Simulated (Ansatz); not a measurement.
A nudged elastic band was laid between two geometries of ClGe2H5O + ClH (11 atoms, charge 0, multiplicity 1).

All numbers below come from RKS PBE/def2-SVP (Ansatz).

```yaml
movable_images: 9
climbing_image: yes
spring: 5.0 eV/Å²
optimiser: quadratic models (default)
start_path: through a guess of the saddle point
force_threshold: 0.03 eV/Å
iteration_limit: 60
end_points: relaxed
```

Image 0:

```xyz
11
Properties=species:S:1:pos:R:3
Ge -0.135 0.217 0.312
Ge -0.157 0.319 2.764
H -1.308 -0.573 3.291
H 1.202 -0.163 3.321
H -0.408 1.788 3.195
Cl 2.016 -0.122 -0.241
H -0.567 1.464 -0.496
O -1.085 -1.121 -0.392
H -0.827 -1.964 0.042
Cl 0.991 -3.090 1.279
H 1.679 -2.127 0.684
```

Image 10:

```xyz
11
Properties=species:S:1:pos:R:3
Ge 0.421 -0.768 -0.895
Ge 0.120 0.172 3.662
H -0.853 -0.098 2.490
H 0.594 -1.171 4.268
H -0.601 1.002 4.754
Cl 0.615 -1.911 -2.728
H 0.744 0.716 -1.126
O -1.249 -0.849 -0.291
H -1.512 -1.762 -0.066
Cl 1.778 -1.667 0.545
H 1.345 0.966 3.146
```

Q: What changes between the two ends?

A: Bonds broken: Ge1–Ge2, Cl10–H11. Bonds formed: Ge1–Cl10, Ge2–H11. ClGe2H5O + ClH becomes Cl2GeH2O + GeH4.

Q: What energy profile does the band end with?

A: The run converged. The highest image is number 4 of 0 to 10, 168.9 kJ/mol above the first end and 190.5 kJ/mol above the last; the last end lies 21.7 kJ/mol below the first. Neighbouring images differ by up to 1.4 eV, so the band resolves the path poorly. A vibrational analysis at the climbing image gives one clearly imaginary mode, 682i cm⁻¹: a first-order saddle point. The orbitals stay closed-shell, which can raise the energy where a bond breaks towards radicals; this wasn't checked here.

| image | path coordinate (Å) | energy (kJ/mol) | Ge1–Ge2 (Å) | Cl10–H11 (Å) | Ge1–Cl10 (Å) |
| --- | --- | --- | --- | --- | --- |
| 0 | 0.00 | 0.0 | 2.45 | 1.32 | 3.62 |
| 1 | 1.14 | -0.3 | 2.45 | 1.32 | 3.72 |
| 2 | 2.27 | 15.3 | 2.46 | 1.31 | 3.65 |
| 3 | 3.41 | 51.3 | 2.51 | 1.32 | 3.33 |
| 4 | 4.54 | 168.9 | 2.81 | 1.79 | 2.69 |
| 5 | 6.11 | 32.2 | 3.59 | 2.35 | 2.21 |
| 6 | 7.67 | -15.2 | 4.28 | 2.89 | 2.17 |
| 7 | 9.23 | -17.7 | 4.60 | 3.22 | 2.17 |
| 8 | 10.80 | -19.0 | 4.52 | 3.37 | 2.17 |
| 9 | 12.37 | -20.7 | 4.37 | 3.63 | 2.17 |
| 10 | 13.93 | -21.7 | 4.66 | 3.73 | 2.17 |

Q: What is the geometry of the highest image?

A: 
```xyz
11
Properties=species:S:1:pos:R:3
Ge 0.038 -0.319 0.138
Ge 0.086 0.105 2.915
H -1.448 0.149 3.112
H 0.798 -0.621 4.083
H 0.665 1.524 2.700
Cl 1.866 0.410 -0.763
H -0.884 0.931 0.255
O -1.014 -1.476 -0.697
H -0.567 -2.350 -0.626
Cl 1.282 -2.578 0.910
H 0.581 -1.144 1.731
```

The band took 33 iterations and about 25 core-minutes.

The run took 6.8 min on 4 threads of AMD EPYC 7B13 (Zen 3), on a shared host, peak memory 0.27 GiB.
